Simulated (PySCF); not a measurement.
A core-ionisation job on Br2H2Mg2.

Method: delta-SCF UKS SCAN, pcX-2 on the ionised atom, pcseg-1 elsewhere, spin-free X2C (PySCF 2.14.0). Geometry: PBE0-D3(BJ)/def2-SVP. A driver script takes a list of jobs; this job's settings line and coordinates (Å) are shown.

Input:
```
{"job": {"kind": "xps", "metal_2p": true}, "charge": 0, "multiplicity": 1}
Mg    -1.105352     0.073270     1.367194
H     -2.169762     0.149160     2.677092
Br     0.558659    -1.685839     0.547965
Mg     1.105784    -0.075562    -1.366736
H      2.170788    -0.143707    -2.676585
Br    -0.560126     1.682689    -0.548940
```

Q: What does the run print?

A: 
```
ground state, core basis on atom 0 (Mg), 119 functions
  cycle   1  E = -5599.32723259  |g| = 3.28e-01
  cycle   2  E = -5599.33623520  |g| = 3.02e-01
  cycle   3  E = -5599.36830607  |g| = 4.02e-02
  cycle   4  E = -5599.36884378  |g| = 1.06e-02
  cycle   5  E = -5599.36888466  |g| = 1.67e-03
  cycle   6  E = -5599.36889518  |g| = 5.42e-04
  cycle   7  E = -5599.36888452  |g| = 1.24e-04
  E(ground) = -5599.67285862 Eh
hole in Mg 1s of atom 0
  cycle   1  E = -5550.18885660  |g| = 3.63e+00
  cycle   2  E = -5548.95858470  |g| = 2.16e+00
  cycle   3  E = -5548.30193265  |g| = 1.15e+00
  cycle   4  E = -5549.65542230  |g| = 8.18e-01
  cycle   5  E = -5551.14414947  |g| = 1.44e-01
  cycle   6  E = -5551.16307687  |g| = 8.19e-02
  cycle   7  E = -5551.16836496  |g| = 2.96e-02
  cycle   8  E = -5551.16925956  |g| = 6.70e-03
  cycle   9  E = -5551.16931631  |g| = 2.52e-03
  cycle  10  E = -5551.16932241  |g| = 6.03e-04
  cycle  11  E = -5551.16932270  |g| = 2.90e-04
  E(ion) = -5551.46370234 Eh   <S^2> = 0.7533   hole on atom = 1.000   binding energy = 1311.838 eV
```

Cycles run on a coarse grid; E(ground) and E(ion) are re-evaluated on a finer one, so they differ from the last cycle. The program numbers atoms from 0.

Q: How does the 1s binding energy of Mg1 follow from the two total energies?

A: E(ion) − E(ground) = -5551.46370234 − (-5599.67285862) = 48.209156 Eh, times 27.211386 eV gives 1311.84 eV.

In short: Mg1s of Mg1 1311.84 eV; one atom stands for each set of equivalent ones.

One conformer (not necessarily the lowest) at the PBE0-D3(BJ)/def2-SVP geometry, without solvent, vibrations or thermal averaging.

Time: 3.6 s wall. Hardware: one thread, Arm Neoverse V1, shared host.
Labels such as C1 count atoms from 1, the log's own numbers from 0.
